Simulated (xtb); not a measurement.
Input for xtb: GFN2-xTB on CH5AlS (SMILES [CH3][AlH][SH]), a point of a torsion scan.

```
$ xtb mol.xyz --gfn 2 --sp --chrg 0 --uhf 0
8

C     -1.39623921    -0.17636799     0.07539436
Al     0.38718627     0.65658157    -0.12632668
S      1.50192181     1.58771851     1.52273505
H     -2.21150563     0.47770030    -0.25338878
H     -1.49527954    -1.10249562    -0.50061392
H     -1.59886604    -0.42408783     1.12546578
H      1.17408676     0.72555039    -1.45072290
H      2.45996360     1.95617007     0.67250374
```

The log:

```
[...]
           -------------------------------------------------
          |                Calculation Setup                |
           -------------------------------------------------



           -------------------------------------------------
          |                 G F N 2 - x T B                 |
           -------------------------------------------------

        Reference                      10.1021/acs.jctc.8b01176
      * Hamiltonian:
        H0-scaling (s, p, d)           1.850000    2.230000    2.230000
        zeta-weighting                 0.500000
      * Dispersion:
        s8                             2.700000
        a1                             0.520000
        a2                             5.000000
        s9                             5.000000
      * Repulsion:
        kExp                           1.500000    1.000000
        rExp                           1.000000
      * Coulomb:
        alpha                          2.000000
        third order                    shell-resolved
        anisotropic                    true
        a3                             3.000000
        a5                             4.000000
        cn-shift                       1.200000
        cn-exp                         4.000000
        max-rad                        5.000000


          ...................................................
          :                      SETUP                      :
          :.................................................:
          :  # basis functions                  29          :
          :  # atomic orbitals                  27          :
          :  # shells                           13          :
          :  # electrons                        18          :
          :  max. iterations                   250          :
          :  Hamiltonian                  GFN2-xTB          :
          :  restarted?                      false          :
          :  GBSA solvation                  false          :
          :  PC potential                    false          :
          :  electronic temp.          300.0000000     K    :
          :  accuracy                    1.0000000          :
          :  -> integral cutoff          0.2500000E+02      :
          :  -> integral neglect         0.1000000E-07      :
          :  -> SCF convergence          0.1000000E-05 Eh   :
          :  -> wf. convergence          0.1000000E-03 e    :
          :  Broyden damping             0.4000000          :
          :  net charge                          0          :
          :  unpaired electrons                  0          :
          ...................................................

 iter      E             dE          RMSdq      gap      omega  full diag
   1     -9.0520870 -0.905209E+01  0.161E+01    4.62       0.0  T
   2     -9.0927146 -0.406276E-01  0.102E+01    4.17       1.0  T
   3     -9.0799739  0.127406E-01  0.624E+00    4.36       1.0  T
   4     -9.1048454 -0.248715E-01  0.163E+00    4.42       1.0  T
   5     -9.1064740 -0.162856E-02  0.963E-01    4.42       1.0  T
   6     -9.1067732 -0.299186E-03  0.215E-01    4.39       1.0  T
   7     -9.1067799 -0.675262E-05  0.112E-01    4.38       1.0  T
   8     -9.1067808 -0.824136E-06  0.479E-02    4.39       1.0  T
   9     -9.1067848 -0.405831E-05  0.155E-02    4.38       2.3  T
  10     -9.1067852 -0.398786E-06  0.479E-03    4.38       7.4  T
  11     -9.1067853 -0.371382E-07  0.912E-04    4.38      38.8  T
  12     -9.1067853 -0.329784E-09  0.357E-04    4.38      99.1  T

   *** convergence criteria satisfied after 12 iterations ***

         #    Occupation            Energy/Eh            Energy/eV
      -------------------------------------------------------------
         1        2.0000           -0.7030427             -19.1308
       ...           ...                  ...                  ...
         3        2.0000           -0.4965858             -13.5128
         4        2.0000           -0.4903850             -13.3441
         5        2.0000           -0.4732864             -12.8788
         6        2.0000           -0.4722146             -12.8496
         7        2.0000           -0.4020322             -10.9399
         8        2.0000           -0.3945932             -10.7374
         9        2.0000           -0.3904598             -10.6250 (HOMO)
        10                         -0.2295087              -6.2452 (LUMO)
        11                         -0.1949275              -5.3042
        12                         -0.1559874              -4.2446
        13                         -0.1335362              -3.6337
        14                         -0.1168261              -3.1790
       ...                                ...                  ...
        27                          1.1355649              30.9003
      -------------------------------------------------------------
                  HL-Gap            0.1609512 Eh            4.3797 eV
             Fermi-level           -0.3099843 Eh           -8.4351 eV

 SCC (total)                   0 d,  0 h,  0 min,  0.009 sec
 SCC setup                      ...        0 min,  0.000 sec (  1.259%)
 Dispersion                     ...        0 min,  0.000 sec (  0.506%)
 classical contributions        ...        0 min,  0.000 sec (  0.212%)
 integral evaluation            ...        0 min,  0.001 sec ( 13.820%)
 iterations                     ...        0 min,  0.005 sec ( 54.562%)
 molecular gradient             ...        0 min,  0.003 sec ( 27.351%)
 printout                       ...        0 min,  0.000 sec (  2.045%)

         :::::::::::::::::::::::::::::::::::::::::::::::::::::
         ::                     SUMMARY                     ::
         :::::::::::::::::::::::::::::::::::::::::::::::::::::
         :: total energy              -9.021404861842 Eh    ::
         :: gradient norm              0.000436233189 Eh/a0 ::
         :: HOMO-LUMO gap              4.379704398918 eV    ::
         ::.................................................::
         :: SCC energy                -9.106783101046 Eh    ::
         :: -> isotropic ES            0.033245645765 Eh    ::
         :: -> anisotropic ES          0.001615165326 Eh    ::
         :: -> anisotropic XC         -0.001816531250 Eh    ::
         :: -> dispersion             -0.003463911045 Eh    ::
         :: repulsion energy           0.085378239204 Eh    ::
         :: add. restraining           0.000000000000 Eh    ::
         :: total charge               0.000000000000 e     ::
         :::::::::::::::::::::::::::::::::::::::::::::::::::::

           -------------------------------------------------
          |                Property Printout                |
           -------------------------------------------------

    * Orbital Energies and Occupations

         #    Occupation            Energy/Eh            Energy/eV
      -------------------------------------------------------------
         1        2.0000           -0.7030427             -19.1308
         2        2.0000           -0.5852121             -15.9244
         3        2.0000           -0.4965858             -13.5128
         4        2.0000           -0.4903850             -13.3441
         5        2.0000           -0.4732864             -12.8788
         6        2.0000           -0.4722146             -12.8496
         7        2.0000           -0.4020322             -10.9399
         8        2.0000           -0.3945932             -10.7374
         9        2.0000           -0.3904598             -10.6250 (HOMO)
        10                         -0.2295087              -6.2452 (LUMO)
        11                         -0.1949275              -5.3042
        12                         -0.1559874              -4.2446
Note: The following floating-point exceptions are signalling: IEEE_UNDERFLOW_FLAG IEEE_DENORMAL
normal termination of xtb
        13                         -0.1335362              -3.6337
        14                         -0.1168261              -3.1790
        15                         -0.1026319              -2.7928
        16                         -0.0527901              -1.4365
        17                          0.0047026               0.1280
        18                          0.0093367               0.2541
        19                          0.0615407               1.6746
        20                          0.0965520               2.6273
       ...                                ...                  ...
        27                          1.1355649              30.9003
      -------------------------------------------------------------
                  HL-Gap            0.1609512 Eh            4.3797 eV
             Fermi-level           -0.3099843 Eh           -8.4351 eV

     #   Z          covCN         q      C6AA      α(0)
     1   6 C        3.609    -0.218    25.470     7.289
     2  13 Al       2.560     0.345    95.142    19.972
     3  16 S        1.762    -0.356   156.630    21.065
     4   1 H        0.924     0.062     2.173     2.305
     5   1 H        0.924     0.060     2.196     2.318
     6   1 H        0.924     0.076     2.025     2.226
     7   1 H        0.882    -0.163     8.423     4.543
     8   1 H        0.923     0.195     1.124     1.658

 Mol. C6AA /au·bohr⁶  :       1249.379920
 Mol. C8AA /au·bohr⁸  :      56137.839432
 Mol. α(0) /au        :         61.375871


Wiberg/Mayer (AO) data.
largest (>0.10) Wiberg bond orders for each atom

 ---------------------------------------------------------------------------
     #   Z sym  total        # sym  WBO       # sym  WBO       # sym  WBO
 ---------------------------------------------------------------------------
     1   6 C    3.926 --     2 Al   1.073     5 H    0.921     4 H    0.917
                             6 H    0.908
     2  13 Al   3.460 --     3 S    1.200     1 C    1.073     7 H    0.871
     3  16 S    2.182 --     2 Al   1.200     8 H    0.876
     4   1 H    0.996 --     1 C    0.917
     5   1 H    0.996 --     1 C    0.921
     6   1 H    0.994 --     1 C    0.908
     7   1 H    0.973 --     2 Al   0.871
     8   1 H    0.962 --     3 S    0.876
 ---------------------------------------------------------------------------

Topologies differ in total number of bonds
Writing topology from bond orders to xtbtopo.mol

molecular dipole:
                 x           y           z       tot (Debye)
 q only:       -0.296      -0.201      -0.369
   full:       -0.532      -0.372      -0.649       2.335
molecular quadrupole (traceless):
                xx          xy          yy          xz          yz          zz
 q only:        3.173       0.370       1.005      -1.414      -2.512      -4.177
  q+dip:        5.214       0.583       0.431      -3.615      -4.305      -5.645
   full:        3.640      -1.662       2.892      -2.590      -4.951      -6.532


           -------------------------------------------------
          | TOTAL ENERGY               -9.021404861842 Eh   |
          | GRADIENT NORM               0.000436233189 Eh/α |
          | HOMO-LUMO GAP               4.379704398918 eV   |
           -------------------------------------------------

------------------------------------------------------------------------
------------------------------------------------------------------------
 total:
 SCF:
```

The run finished.

Cost: about 0.05 core-seconds (a rough figure).
